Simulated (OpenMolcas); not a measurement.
OpenMolcas run: Pr+

Input:

```
&GATEWAY
Coord
1

Pr 0.0 0.0 0.0
Basis=ANO-RCC-VDZP
Group=XYZ
NoMove
AngMom=0.0 0.0 0.0
AMFI
&SEWARD
* reference wave functions (RASSCF and RASSI steps not shown): 4 electrons in 8 orbitals (4f 6s)
>>> COPY JOB001 $Project.JobIph
&CASPT2
Multistate=35 1 2 3 4 5 6 7 8 9 10 11 12 13 14 15 16 17 18 19 20 21 22
23 24 25 26 27 28 29 30 31 32 33 34 35
Frozen=14 9
IPEA=0.25
Imaginary=0.1
MaxIter=60
WThr=0.0 0.3 0.05
PrWF=0.5
NoMix
>>> COPY JOB002 $Project.JobIph
&CASPT2
Multistate=119 1 2 3 4 5 6 7 8 9 10 11 12 13 14 15 16 17 18 19 20 21 22
23 24 25 26 27 28 29 30 31 32 33 34 35 36 37 38 39 40 41 42 43 44 45 46
47 48 49 50 51 52 53 54 55 56 57 58 59 60 61 62 63 64 65 66 67 68 69 70
71 72 73 74 75 76 77 78 79 80 81 82 83 84 85 86 87 88 89 90 91 92 93 94
95 96 97 98 99 100 101 102 103 104 105 106 107 108 109 110 111 112 113
114 115 116 117 118 119
NoMult
Frozen=14 9
IPEA=0.25
Imaginary=0.1
MaxIter=60
WThr=0.0 0.3 0.05
PrWF=0.5
NoMix
>>> COPY JOB003 $Project.JobIph
&CASPT2
Multistate=73 1 2 3 4 5 6 7 8 9 10 11 12 13 14 15 16 17 18 19 20 21 22
23 24 25 26 27 28 29 30 31 32 33 34 35 36 37 38 39 40 41 42 43 44 45 46
47 48 49 50 51 52 53 54 55 56 57 58 59 60 61 62 63 64 65 66 67 68 69 70
71 72 73
NoMult
Frozen=14 9
IPEA=0.25
Imaginary=0.1
MaxIter=60
WThr=0.0 0.3 0.05
PrWF=0.5
NoMix
```

Launched by
```bash
OMP_NUM_THREADS=1 MOLCAS_MEM=2252 MOLCAS_PROJECT=a pymolcas a.inp > a.log  # once for each step of the input, in one work folder
```

Output, cut to the results:

```
--- CASPT2 ---
Orbital specifications:
      -----------------------

      Symmetry species                           1   2
                                                ag  au
      Frozen orbitals                           14   9
      Inactive orbitals                          1   3
      Active orbitals                            1   7
      Secondary orbitals                        20  13
      Deleted orbitals                           0   0
      Number of basis functions                 36  32
Type of calculation                        MS-CASPT2
      Fock operator                              state-specific
      IPEA shift                                 0.25
      Real shift                                 0.00
      Imaginary shift                            0.10
      The input orbitals will be transformed to quasi-canonical
Reference energy:       -9229.5702100204
      E2 (Non-variational):      -0.2794395107
      Shift correction:          -0.0007111233
      E2 (Variational):          -0.2801506339
      Total energy:           -9229.8503606544
      Residual norm:              0.0000008246
      Reference weight:           0.90436
      Contributions to the CASPT2 correlation energy
      Active & Virtual Only:         -0.0237328995
      One Inactive Excited:          -0.1095707418
      Two Inactive Excited:          -0.1461358694
Reference energy:       -9229.5702100204
      E2 (Non-variational):      -0.2819740974
      Shift correction:          -0.0006508518
      E2 (Variational):          -0.2826249492
      Total energy:           -9229.8528349696
      Residual norm:              0.0000008383
      Reference weight:           0.90099
      Contributions to the CASPT2 correlation energy
      Active & Virtual Only:         -0.0250622352
      One Inactive Excited:          -0.1107187185
      Two Inactive Excited:          -0.1461931437
::    CASPT2 Root  1     Total energy:  -9229.85036065
::    CASPT2 Root  2     Total energy:  -9229.85283497
::    CASPT2 Root  3     Total energy:  -9229.85242822
::    CASPT2 Root  4     Total energy:  -9229.85090472
::    CASPT2 Root  5     Total energy:  -9229.84907738
::    CASPT2 Root  6     Total energy:  -9229.85059304
::    CASPT2 Root  7     Total energy:  -9229.85086662
::    CASPT2 Root  8     Total energy:  -9229.84995018
::    CASPT2 Root  9     Total energy:  -9229.85010206
::    CASPT2 Root 10     Total energy:  -9229.85115991
::    CASPT2 Root 11     Total energy:  -9229.85107615
::    CASPT2 Root 12     Total energy:  -9229.85103379
::    CASPT2 Root 13     Total energy:  -9229.85144004
::    CASPT2 Root 14     Total energy:  -9229.80494131
::    CASPT2 Root 15     Total energy:  -9229.80570039
::    CASPT2 Root 16     Total energy:  -9229.80558524
::    CASPT2 Root 17     Total energy:  -9229.80506188
::    CASPT2 Root 18     Total energy:  -9229.80504763
::    CASPT2 Root 19     Total energy:  -9229.80507453
::    CASPT2 Root 20     Total energy:  -9229.80505292
::    CASPT2 Root 21     Total energy:  -9229.80509046
::    CASPT2 Root 22     Total energy:  -9229.77512844
::    CASPT2 Root 23     Total energy:  -9229.77420910
::    CASPT2 Root 24     Total energy:  -9229.77425555
::    CASPT2 Root 25     Total energy:  -9229.77393693
::    CASPT2 Root 26     Total energy:  -9229.77439613
::    CASPT2 Root 27     Total energy:  -9229.77562864
::    CASPT2 Root 28     Total energy:  -9229.77488477
::    CASPT2 Root 29     Total energy:  -9229.77584301
::    CASPT2 Root 30     Total energy:  -9229.77637413
--- CASPT2 ---
Orbital specifications:
      -----------------------

      Symmetry species                           1   2
                                                ag  au
      Frozen orbitals                           14   9
      Inactive orbitals                          1   3
      Active orbitals                            1   7
      Secondary orbitals                        20  13
      Deleted orbitals                           0   0
      Number of basis functions                 36  32
Type of calculation                        SS-CASPT2
      Fock operator                              state-specific
      IPEA shift                                 0.25
      Real shift                                 0.00
      Imaginary shift                            0.10
      The input orbitals will be transformed to quasi-canonical
Reference energy:       -9229.5642308740
      E2 (Non-variational):      -0.2824614806
      Shift correction:          -0.0007096782
      E2 (Variational):          -0.2831711588
      Total energy:           -9229.8474020328
      Residual norm:              0.0000007293
      Reference weight:           0.90086
      Contributions to the CASPT2 correlation energy
      Active & Virtual Only:         -0.0256525464
      One Inactive Excited:          -0.1106634513
      Two Inactive Excited:          -0.1461454829
Reference energy:       -9229.5642308740
      E2 (Non-variational):      -0.2828216652
      Shift correction:          -0.0007453556
      E2 (Variational):          -0.2835670208
      Total energy:           -9229.8477978948
      Residual norm:              0.0000006398
      Reference weight:           0.90085
      Contributions to the CASPT2 correlation energy
      Active & Virtual Only:         -0.0258878698
      One Inactive Excited:          -0.1107822899
      Two Inactive Excited:          -0.1461515054
::    CASPT2 Root  1     Total energy:  -9229.84740203
::    CASPT2 Root  2     Total energy:  -9229.84779789
::    CASPT2 Root  3     Total energy:  -9229.84891770
::    CASPT2 Root  4     Total energy:  -9229.84960117
::    CASPT2 Root  5     Total energy:  -9229.84777250
::    CASPT2 Root  6     Total energy:  -9229.84779648
::    CASPT2 Root  7     Total energy:  -9229.84743589
::    CASPT2 Root  8     Total energy:  -9229.84970351
::    CASPT2 Root  9     Total energy:  -9229.84833374
...
```

Levels above the lowest, from the spin-orbit matrix with the single-state CASPT2 energies, averaged by term, on its diagonal:

```tsv
Configuration	Term	J	E (eV)	g	Term weight %	Second
4f³ 6s	⁵I°	4	0.0000	0.604	98	2 ³H°(1)
4f³ 6s	⁵I°	5	0.0432	0.872	51	46 ³I°(1)
4f³ 6s	⁵I°	6	0.2089	1.060	73	26 ³I°(1)
4f³ 6s	³I°(1)	5	0.2149	0.866	52	48 ⁵I°
4f³ 6s	⁵I°	7	0.394	1.174	88	12 ³I°(1)
4f³ 6s	³I°(1)	6	0.432	1.036	73	26 ⁵I°
4f³ 6s	⁵I°	8	0.591	1.250	99	
4f³ 6s	³I°(1)	7	0.655	1.146	88	11 ⁵I°
4f³ 6s	⁵F°	1	1.369	0.017	96	3 ³D°(1)
4f³ 6s	⁵F°	2	1.401	0.937	75	21 ³F°
4f³ 6s	³H°(1)	4	1.414	0.848	79	7 ¹G°
4f³ 6s	³H°(1)	5	1.419	1.071	44	31 ¹H°
4f³ 6s	⁵F°	3	1.484	1.231	87	12 ³F°
4f³ 6s	³F°	2	1.517	0.776	73	22 ⁵F°
4f³ 6s	⁵S°	2	1.541	1.952	94	3 ³P°
4f³ 6s	⁵F°	4	1.572	1.322	88	6 ³F°
4f³ 6s	³F°	3	1.627	1.077	82	10 ⁵F°
4f³ 6s	³S°	1	1.630	1.966	96	2 ¹P°
4f³ 6s	⁵F°	5	1.671	1.340	82	10 ³H°(1)
4f³ 6s	³H°(1)	6	1.719	1.169	97	2 ⁵G°
4f³ 6s	³F°	4	1.735	1.194	79	9 ³H°(1)
4f³ 6s	¹H°	5	1.735	1.017	59	38 ³H°(1)
4f³ 6s	³G°(1)	3	1.996	0.788	85	6 ⁵G°
4f³ 6s	³G°(1)	4	2.002	1.055	52	34 ¹G°
```

CASPT2 breaks the degeneracy within a term, and the mean is taken; among the terms shown or strongly mixed into the levels shown the widest spread is 820 cm-1 (4f³ 6s ⁵I°). High states are left out of the spin-orbit mixing, which shifts the levels that they would mix with. Terms from blocks run as CI alone lack orbitals of their own. The CASPT2 spread within a term exceeds the gap to the next term for 4f³ 6s ⁵I° and 4f³ 6s ³I°(1), 4f³ 6s ⁵S° and 4f³ 6s ⁵F°, 4f³ 6s ³G°(1) and 4f³ 6s ¹G°, so the order of their levels is uncertain, and so are names and mixing where such terms share a J. Levels of configurations outside the active space are missing. The first state left out of the spin-orbit step lies near 35000 cm-1 above the lowest spin-free state of the reference (among the parities and spins computed), and the list stops at four fifths of that energy or lower. The table shows the lowest 24 of 46 levels.

The term weight is that of the spin-free term in the level, not the purity of its configuration. A number in round brackets counts repeated terms of one configuration in the order of the reference energies. ° marks odd parity.
